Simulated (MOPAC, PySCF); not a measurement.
CH6OSi2, SMILES `[SiH2]1[SiH2]C1O` (H–O–C–Si torsion 63°), neutral singlet in the gas phase. 

Z-matrix (Å, degrees):
```
C
H 1 1.0967
O 1 1.4187 2 113.52
H 3 0.9638 1 108.53 2 -75.92
Si 1 1.9061 2 109.82 3 136.81
H 5 1.4758 1 115.31 2 -149.73
H 5 1.4776 6 113.63 1 -139.85
Si 1 1.9231 2 110.27 3 -145.04
H 8 1.4780 1 114.96 2 149.96
H 8 1.4789 9 113.07 1 139.01
```
Charge 0, spin multiplicity 1.

All levels are single points at this geometry (B3LYP-D3(BJ)/def2-TZVP); Pople sets use spherical d functions. Orbital energies aren't observables, and empty levels follow the basis.

PM6 in MOPAC gives gap (eV) = 7.65.

Task: Estimate the gap (eV) from each of these levels: TPSSh-D3(BJ)/def2-TZVP in PySCF; B3LYP/LANL2DZ in PySCF; HF/STO-3G in PySCF; PM3 in MOPAC; PM7 in MOPAC.

Result: 
| level | gap (eV) |
|---|---|
| TPSSh-D3(BJ)/def2-TZVP in PySCF | 5.37 |
| B3LYP/LANL2DZ in PySCF | 6.12 |
| HF/STO-3G in PySCF | 14.90 |
| PM3 in MOPAC | 7.15 |
| PM7 in MOPAC | 8.78 |
